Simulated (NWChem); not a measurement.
## What each level costs for Ga (+1)

```
Ga
```
Charge +1, spin multiplicity 1.

Everything below was run with NWChem.

Basis set: def2-QZVP (75 functions). Each entry is one whole single-point run; the coupled-cluster runs use the TCE module, and the SCF and DFT modules converge to different thresholds.

The Hamiltonian is non-relativistic. The correlated methods keep 9 core orbitals frozen. B3LYP has NWChem's definition, with VWN1-RPA local correlation.

Problem. Roughly how much processor time does each of these take, relative to RHF: MP2, B2PLYP, PBE, B3LYP, LDA (SVWN5), CR-CCSD(T)?

Solution. LDA (SVWN5) about the same, within a factor of 3; PBE about the same, within a factor of 3; B3LYP about the same, within a factor of 3; MP2 about the same, within a factor of 3; B2PLYP about 4; CR-CCSD(T) about 7 (rough ratios from shared machines).
